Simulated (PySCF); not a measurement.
**Polarisability and C₆ of Ge(2+) (germanium, charge +2)**

[Ar] 3d10 4s2, closed-shell 1S. All numbers are calculated (PySCF 2.14, a scalar-relativistic core potential, in aug-cc-pVTZ-PP with ECP10MDF (6s5p4d2f, 55 functions)). Coupled (time-dependent) response in atomic units; α is the mean over directions.

```json
{"method": "UHF", "mean α (bohr³)": "11.96", "C₆ (like pair)": "46.62", "S(−4)": "69.67"}
{"method": "PBE", "mean α (bohr³)": "10.23", "C₆ (like pair)": "37.78", "S(−4)": "49.57"}
{"method": "PBE0", "mean α (bohr³)": "10.67", "C₆ (like pair)": "39.96", "S(−4)": "54.39"}
{"method": "M06", "mean α (bohr³)": "8.809", "C₆ (like pair)": "30.04", "S(−4)": "37.69"}
{"method": "MN15", "mean α (bohr³)": "11.01", "C₆ (like pair)": "41.27", "S(−4)": "59.02"}
```

S(−4) is the Cauchy moment in α(ω) = α(0) + S(−4) ω² + …

α(iu) at PBE0:

```tsv
u (hartree)	α(iu) (bohr³)
0	10.67
0.0500	10.54
0.100	10.15
0.200	8.882
0.300	7.379
0.500	4.881
0.750	3.056
1.00	2.084
1.50	1.170
2.00	0.7626
3.00	0.4039
5.00	0.1694
```

A single London oscillator, α(iu) = α/(1 + u²/ω²), gives C₆ = (3/4) ω α². Matching the computed C₆ needs ω = 4 × 39.96 / (3 × 10.67²) = 0.468 hartree.

For an ion, C₆ is the dispersion term alone; charge-induced terms of lower order in 1/R come first.

Energies and moments cover only the electrons outside the core potential.
